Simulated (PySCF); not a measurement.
As⁻ (arsenic, charge -1) across methods

[Ar] 3d10 4s2 4p4, high-spin 3P determinant. Calculation: PySCF 2.14, in aug-cc-pVTZ-DK; scalar relativity by spin-free X2C-1e.

```
method  E (hartree)  mean ε 4s β (eV)  mean ε 4p α (eV)  mean ε 4p β (eV)  Σ⟨r²⟩ (bohr²)   ⟨S²⟩
 B3LYP    -2260.790            -7.829             0.015             1.053          63.57  2.008
   PBE    -2260.432            -6.719             0.659             1.699          64.30  2.008
 TPSSh    -2260.680            -7.044             0.292             1.421          62.30  2.008
   LDA    -2257.305            -7.055             0.583             1.608          64.15  2.007
r2SCAN    -2260.721            -6.688             0.419             1.586          62.62  2.015
   UHF  -2259.00348           -10.238            -2.671            -0.579          62.10  2.025
  PBE0    -2260.468            -7.800            -0.237             0.987          62.46  2.009
  TPSS    -2260.691            -6.601             0.652             1.707          62.85  2.008
```

Task: Estimate the same row for HSE06.

Result: E (hartree) = -2260.468; mean ε 4s β (eV) = -7.511; mean ε 4p α (eV) = 0.163; mean ε 4p β (eV) = 1.334; Σ⟨r²⟩ (bohr²) = 62.62; ⟨S²⟩ = 2.008.

The highest occupied level is positive at B3LYP, PBE, TPSSh, LDA, r2SCAN, HSE06, PBE0, TPSS: only the finite basis holds that electron, which in a density functional comes from self-interaction.
